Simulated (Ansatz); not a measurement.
Consider the ligand exchange at the Si–N bond: `[SiH3][NH][AlH][Cl]` + `[OH][AlH][SiH3]` → `[SiH3][O][AlH][SiH3]` + `[NH2][AlH][Cl]`.

Program: Ansatz. Geometries: PBE0-D4/def2-TZVP. ΔE: electronic, gas phase. CBS: MP2 limit from def2 TZ/QZ plus the TZ coupled-cluster correction, frozen cores. DFT in def2-TZVPP. Each species was taken in one conformer, which may not be the lowest.

| level | ΔE (kJ/mol) |
| --- | --- |
| ωB97M-V | -56.0 |
| HF/CBS(def2) | -74.1 |

Task: What does CCSD(T)/CBS give? (Estimate.)

Result: The calculation gave: -56.3 kJ/mol. The listed levels differ from it by 0.3, -17.8 kJ/mol.

Largest T1 diagnostic among the species: 0.014.

From PBE to PBE0 (25 % exact exchange), in def2-TZVPP and without D4, ΔE moves by −3.3 kJ/mol. In def2-TZVPP, CCSD(T) changes the Hartree–Fock value by +16.4 kJ/mol (the triples alone add +2.6 kJ/mol) and MP2 by +17.0 kJ/mol.
